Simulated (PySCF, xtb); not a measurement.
Breaking a bond: SMILES F[SiH](F)F (HF₃Si), singlet. The Si2–H5 bond (Si2 also carries F, F, F; H5 carries nothing else) is varied alone, starting from the PBE0/def2-TZVP optimised geometry.

- UKS-BP86/6-31G* = unrestricted BP86/6-31G*, spherical d (PySCF)
- UMP2/6-31G* = unrestricted MP2 (frozen core)/6-31G*, spherical d (PySCF)
- GFN1-xTB (xtb)
- UCCSD(T) = PySCF 2.14.0 with CCSD(T) on UHF/cc-pVDZ, 8 core orbitals frozen

Energies relative to the lowest point of each curve near equilibrium, in mEh; the last columns give the difference from UCCSD(T):

| R / Å | UKS-BP86/6-31G* | UMP2/6-31G* | GFN1-xTB | UCCSD(T) | UKS-BP86/6-31G* − UCCSD(T) | UMP2/6-31G* − UCCSD(T) | GFN1-xTB − UCCSD(T) |
|---|---|---|---|---|---|---|---|
| 1.16 | 59.5 | 57.9 | 46.8 | 54.7 | 4.8 | 3.2 | -7.9 |
| 1.26 | 23.7 | 22.0 | 13.7 | 21.1 | 2.6 | 0.9 | -7.4 |
| 1.33 | 9.8 | 8.4 | 3.6 | 8.2 | 1.5 | 0.2 | -4.6 |
| 1.39 | 3.2 | 2.3 | 0.3 | 2.3 | 0.8 | -0.1 | -2.0 |
| 1.41 | 1.8 | 1.1 | 0.0 | 1.2 | 0.6 | -0.1 | -1.2 |
| 1.46 | 0.1 | 0.0 | 0.5 | 0.0 | 0.1 | 0.0 | 0.5 |
| 1.49 | 0.0 | 0.3 | 1.6 | 0.2 | -0.2 | 0.1 | 1.4 |
| 1.55 | 1.5 | 2.8 | 5.1 | 2.4 | -0.8 | 0.4 | 2.7 |
| 1.61 | 4.9 | 7.2 | 9.8 | 6.4 | -1.5 | 0.8 | 3.4 |
| 1.68 | 10.6 | 14.2 | 16.6 | 12.9 | -2.3 | 1.3 | 3.7 |
| 1.83 | 26.8 | 33.3 | 33.9 | 30.7 | -3.9 | 2.6 | 3.2 |
| 1.98 | 45.4 | 54.9 | 52.6 | 50.8 | -5.4 | 4.1 | 1.8 |
| 2.21 | 74.4 | 95.5 | 81.1 | 81.1 | -6.7 | 14.4 | 0.0 |
| 2.42 | 99.0 | 123.1 | 106.1 | 105.5 | -6.5 | 17.6 | 0.6 |
| 2.60 | 117.7 | 135.5 | 126.2 | 122.8 | -5.1 | 12.7 | 3.4 |
| 2.90 | 141.8 | 145.5 | 155.5 | 144.3 | -2.5 | 1.2 | 11.2 |
| 3.25 | 155.0 | 150.1 | 182.1 | 156.5 | -1.5 | -6.5 | 25.6 |
| 3.56 | 160.1 | 151.6 | 199.0 | 159.9 | 0.2 | -8.3 | 39.1 |
| 3.91 | 162.6 | 152.3 | 211.8 | 161.0 | 1.6 | -8.7 | 50.8 |
| 4.42 | 163.8 | 152.6 | 222.2 | 161.4 | 2.3 | -8.8 | 60.7 |
| 5.07 | 164.2 | 152.8 | — | 161.6 | 2.6 | -8.8 | — |

UKS-BP86/6-31G* is furthest from UCCSD(T) at 2.21 (-6.7 mEh, below); its mean absolute difference over the points is 2.6 mEh.

UMP2/6-31G* is furthest from UCCSD(T) at 2.42 (17.6 mEh, above); its mean absolute difference over the points is 4.8 mEh.

GFN1-xTB is furthest from UCCSD(T) at 4.42 (60.7 mEh, above); its mean absolute difference over the points is 11.6 mEh.

Dashes: no converged value, or the column stops at the first point that the program doubted or that broke a chosen test of continuity, which isn't proof of a fault.

The unrestricted determinant behind UKS-BP86/6-31G* is spin-contaminated at 2.90 to 5.07 Å (<S²> up to 1.0, against 0.00 for a pure singlet). The unrestricted determinant behind UMP2/6-31G*, UCCSD(T) is spin-contaminated at 2.21 to 5.07 Å (<S²> up to 1.0, against 0.00 for a pure singlet).
